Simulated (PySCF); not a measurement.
**Polarisability and C₆ of Fe (iron, neutral)**

[Ar] 3d6 4s2, high-spin 5D determinant. Computed with PySCF 2.14 in aug-cc-pVQZ-DK, with the spin-free X2C one-electron Hamiltonian (Gaussian nucleus). Coupled (time-dependent) response in atomic units; α is the mean over directions.

```
method  mean α (bohr³)         α xx, yy, zz  C₆ (like pair)  S(−4)
M06-2X           70.95  72.85, 72.85, 67.15           610.0   4080
```

S(−4) is the Cauchy moment in α(ω) = α(0) + S(−4) ω² + …

Reference α: 62 ± 4 bohr³ (recommended; Schwerdtfeger and Nagle, table of static dipole polarizabilities (2023 update)). Published C₆: 482.0 (Chu and Dalgarno (2004); Tang, Norbeck and Certain (1976)).

α(iu) at M06-2X:

```csv
u (hartree),α(iu) (bohr³)
0,70.95
0.0500,62.67
0.100,48.58
0.200,28.15
0.300,17.75
0.500,9.154
0.750,5.339
1.00,3.664
1.50,2.173
2.00,1.493
3.00,0.8582
5.00,0.4035
```

A single London oscillator, α(iu) = α/(1 + u²/ω²), gives C₆ = (3/4) ω α². Matching the computed C₆ needs ω = 4 × 610.0 / (3 × 70.95²) = 0.162 hartree.

The components differ because the open shell of this determinant is not spherical; for a pure term their mean is the scalar polarisability.
